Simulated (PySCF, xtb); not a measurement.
Ge(AsH2)(F)3 (AsF3GeH2), SMILES [F][Ge]([F])([F])[AsH2].

GFN2-xTB in xtb at its own geometry gives an orbital gap of 4.97 eV and a dipole moment of 6.33 D.

Geometry: B3LYP-D3(BJ)/def2-SVP. The structure was generated by enumeration, and PubChem lists no compound with its InChIKey, so it may never have been made.

Question: What does r2SCAN/def2-TZVP (PySCF) give? (An estimate is asked for; the answer gives what the named calculation found.)

Answer: gap 5.90 eV (levels -8.16 and -2.26 eV), dipole 3.70 D.
